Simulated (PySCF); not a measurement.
Computed IR spectrum (relative IR intensity) of a molecule C₃H₉FOSi. The structure is a stationary point at B3LYP-D3(BJ)/def2-SVP. The values are those of a single conformer. All values below come from B3LYP-D3(BJ)/def2-SVP (PySCF 2.14.0). Frequencies are harmonic and unscaled.

ν (cm⁻¹): 212 (w), 233 (w), 257 (w), 311 (m), 325 (m), 364 (w), 735 (m), 763 (w), 777 (w), 845 (vs), 878 (s), 929 (s), 976 (w), 981 (w), 1040 (w), 1270 (vw), 1282 (m), 1433 (vw), 1481 (vw), 3019 (w), 3027 (w), 3063 (vw), 3102 (w), 3112 (w), 3877 (m) (against the strongest line: vs over 80 %, s over 45 %, m over 15 %, w over 4 %, vw less)

Q: Pick the molecule that these values belong to.
A. CC[Si](C)(O)F
B. CC(C)O[SiH2]F
C. COCC[SiH2]F
D. CC[Si@H](O)CF

A: A, CC[Si](C)(O)F
